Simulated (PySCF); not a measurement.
# One molecule, several mistakes: Ge2H5N

Calculated results; nothing here was measured. The program is PySCF 2.14.0, an open-source quantum chemistry code, run on an isolated molecule that a program drew, which may never have been made. The molecule is Ge2H5N (charge 0, singlet), drawn as the SMILES string `[GeH][NH][GeH3]`.

Each row is a Hartree-Fock (HF) and frozen-core CCSD(T) single point in the cc-pVDZ basis, meant for a local HF minimum. Run 1 is clean. Each other run has one planted mistake out of seven kinds, and not every kind appears here: one electron removed, one electron added, multiplicity raised by two, geometry at a saddle point, minimal basis STO-3G, one bond length entered in bohr, all coordinates scaled. The reference is restricted for singlets and unrestricted otherwise, and also for a bond in bohr. Adding or removing an electron swaps singlet and doublet. Electrons count all cores. HOMO and LUMO are orbital energies over both spins, the gradient is its largest component, and the lowest frequency (negative if imaginary) is given only where the gradient is small. Bond lengths are over the 7 bonds as drawn. T1 is the CCSD diagnostic: over 0.02 (restricted) or 0.045 (unrestricted) a single reference is doubtful. Germanium has the cc-pVDZ-PP basis, with a core potential (ECP10MDF) in place of its 10 inner electrons, and its 3s, 3p and 3d shells are frozen in CCSD(T).

Geometry of the clean run:
```xyz
8
Ge2H5N, angstrom
Ge    2.7852   -0.3616   -2.1300
N     1.3637    0.1774   -1.1099
Ge   -0.2643   -0.6708   -0.8860
H     3.7011    0.8887   -1.7577
H     1.4572    1.0390   -0.5990
H    -1.4052    0.2392   -1.3561
H    -0.4836   -1.0153    0.5918
H    -0.2192   -1.9450   -1.7280
```

```
run,electrons,basis functions,<S^2>,HOMO (eV),LUMO (eV),gradient (hartree/bohr),lowest frequency (cm^-1),mean bond (Å),longest bond (Å),T1,HF (hartree),CCSD(T) (hartree),mistake
1,76,85,0.000,-8.95,1.37,7.8e-06,93,1.5535,1.849,0.0179,-644.10745,-644.51863,no fault
2,76,85,2.010,-6.86,-0.22,3.3e-02,-,1.5535,1.849,0.0167,-644.03691,-644.42518,multiplicity raised by two
3,75,85,0.789,-15.66,-6.99,4.4e-02,-,1.5535,1.849,0.0249,-643.81521,-644.20461,one electron removed
4,76,85,0.000,-9.16,1.09,4.4e-02,-,1.6560,1.971,0.0223,-644.08034,-644.50306,all coordinates scaled
5,77,85,0.765,-0.06,7.79,5.9e-02,-,1.5535,1.849,0.0153,-644.08253,-644.49795,?
```

**Which mistake was planted in run 5, and what did it cost?**

It counts 77 electrons, one more than the clean run, at the same geometry and basis. So the mistake is: one electron added. Subtracting run 1 and multiplying by 627.51 kcal/mol a hartree, the energy moved by 15.6 kcal/mol in HF and 13.0 kcal/mol in CCSD(T).

Cautions from the logs. Run 4: T1 is over the limit, so its CCSD(T) energy is less reliable; run 5: the added electron raises the CCSD(T) energy, so it isn't bound in this basis.
